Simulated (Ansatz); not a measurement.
Geometry optimisation, RKS B3LYP-D4/def2-SVP in Ansatz.

The input (input.yaml):

```yaml
crystal:
  periodic: [false, false, false]
  atoms:
    - { symbol: B, position_ang: [0.0615, 1.77, -0.6242] }
    - { symbol: Se, position_ang: [1.2643, 0.2853, -1.0173] }
    - { symbol: C, position_ang: [0.5253, -0.7065, 0.4523] }
    - { symbol: C, position_ang: [-0.3756, -1.551, 0.2872] }
    - { symbol: H, position_ang: [0.3416, 2.6708, 0.0834] }
    - { symbol: H, position_ang: [-1.0596, 1.8497, -1.1318] }
    - { symbol: H, position_ang: [0.71059, -1.5991, 0.36451] }
    - { symbol: H, position_ang: [-0.803, -2.105, 1.1266] }
    - { symbol: H, position_ang: [-0.8845, -1.687, -0.6493] }
basis:
  gaussian: { orbitals: def2-SVP }
hamiltonian:
  xc: b3lyp
  dispersion: d4
relax:
  f_tol: 0.02
  max_steps: 50
```

Run as:

```bash
$ ansatz run input.yaml --threads 2 --pin off --max-ram 3072MiB --backend cpu --events-out ev --progress --plain --runs-dir out
```

Problem. Where does it end, and by what steps?

Solution. It converged. The force dipped under the threshold on the way, but the program's further checks kept it going. After 19 steps the energy has fallen by 7.227 eV; H5 moved furthest, 1.12 Å. The start is strongly strained (largest force component 17 eV/Å), so its close contacts needn't be bonds. Parted: C4–H7.

| step | energy less start (eV) | largest force component (eV/Å) | accepted |
| --- | --- | --- | --- |
| 0 | 0.0000 | 17.053 | yes |
| 1 | -2.5535 | 4.053 | yes |
| 2 | -3.2871 | 2.049 | yes |
| 3 | -3.8377 | 3.137 | yes |
| 4 | -4.7423 | 4.253 | yes |
| 5 | -5.8787 | 3.358 | yes |
| 6 | -6.6504 | 2.998 | yes |
| 7 | -7.0393 | 1.558 | yes |
| 8 | -7.1222 | 0.995 | yes |
| 9 | -7.1179 | 1.550 | no |
| 10 | -7.2124 | 0.244 | yes |
| 11 | -7.2229 | 0.084 | yes |
| 12 | -7.2257 | 0.029 | yes |
| 13 | -7.2260 | 0.011 | yes |
| 14 | -7.2261 | 0.028 | yes |
| 15 | -7.2261 | 0.055 | no |
| 16 | -7.2264 | 0.023 | yes |
| 17 | -7.2265 | 0.026 | yes |
| 18 | -7.2265 | 0.020 | yes |
| 19 | -7.2265 | 0.011 | yes |

```xyz
9
Properties=species:S:1:pos:R:3
B 0.030 1.753 -0.566
Se 1.459 0.503 -0.436
C 0.629 -1.085 0.277
C -0.614 -1.503 0.040
H 0.329 2.824 -1.023
H -1.080 1.479 -0.201
H 1.317 -1.665 0.901
H -0.979 -2.427 0.499
H -1.309 -0.952 -0.599
```

Whether the end is a true minimum wasn't checked by a vibrational analysis.

Run time: 54 s on 2 threads of Arm Neoverse V1, on a shared host, peak memory 0.21 GiB.
